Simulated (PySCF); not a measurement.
## Telling isomers of C7H11PSi apart by NMR

How the numbers were obtained: NMR shieldings at PBE0/pcSseg-1/GIAO, GFN2-xTB geometry, in PySCF 2.14 (single conformer, equivalent nuclei averaged, in vacuum, non-relativistic).

Referencing at the same level of theory: ¹H (σref 31.72), ¹³C (σref 186.93) against TMS. Splittings of carbon signals by F and P are missing where no couplings were computed. Where no couplings were computed, multiplicities follow the n + 1 count of equivalent neighbours, and m marks all less simple cases (inequivalent or close neighbours, rings, F or P nearby). Shifts are as computed. Against solution values, carbons near 30 ppm lie about +3 ppm off and those near 130 ppm about +5 ppm. Of 1211 compounds with measured shifts, 218 miss one by over three times the rms of a fit or turn the order of signals round; such compounds aren't used in these exercises.

(1) Tabulate the signals of `Cc1ccc(P[SiH3])cc1`, `Cc1ccpc(C)c1[SiH3]` and their relative energies.

(2) What is the quickest way to tell Cc1ccc(P[SiH3])cc1 from Cc1ccpc(C)c1[SiH3]?

Results:

(1) 
```json
{"SMILES": "Cc1ccc(P[SiH3])cc1", "carbon types": "2×C 4×CH 1×CH3", "δC": "142.4, 138.6, 135.2, 134.8, 23.9", "δH": "7.65 (m, 2H), 7.39 (m, 2H), 3.98 (m, 3H), 3.36 (m, 1H), 2.45 (s, 3H)", "E rel. (kcal/mol)": "0.0"}
{"SMILES": "Cc1ccpc(C)c1[SiH3]", "carbon types": "3×C 2×CH 2×CH3", "δC": "188.0, 168.8, 150.2, 140.7, 136.9, 32.8, 28.8", "δH": "9.11 (m, 1H), 7.89 (m, 1H), 4.58 (s, 3H), 2.99 (m, 3H), 2.80 (s, 3H)", "E rel. (kcal/mol)": "11.0"}
```

Energies are electronic energies at PBE0/pcSseg-1 on these geometries, without zero-point or thermal terms, each for the one conformer computed, which needn't be the lowest.

(2) Count the carbon signals: 5 against 7. The first has a substituted aromatic carbon (C) at 135.2 ppm, the second a substituted aromatic carbon (C) at 188.0 ppm. Their most deshielded carbons lie at 142.4 and 188.0 ppm. In the proton spectra the most deshielded non-exchanging signals are 7.65 (m, 2H) and 9.11 (m, 1H).
